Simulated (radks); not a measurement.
The lutetium ion Lu+, [Xe] 4f14 6s2. All-electron calculation, non-relativistic Kohn-Sham, exchange-only LDA, spin-polarised, spherical densities, point nucleus. Program: a radial shooting solver on a logarithmic mesh with Libxc functionals. Every spin shell is full or empty, so the densities are truly spherical. Functionals are evaluated on that one density, not self-consistently. Rank these orbital-free kinetic functionals by their error against the exact value of the orbitals, and give that value: Thomas-Fermi, von Weizsacker, TF + vW, TF + vW/9, TF + vW/5, LC94, Perdew 92, LKT, DePristo-Kress.

Answer. Exact: 13840.8 hartree. From best to worst, with 100 (|E| - |E exact|)/|E exact| (equal figures are ties): LC94 -0.05, DePristo-Kress -0.26, Perdew 92 -0.76, TF + vW/9 -0.77, TF + vW/5 +2.51, Thomas-Fermi -4.86, LKT +16.59, TF + vW +32.01, von Weizsacker -63.12.
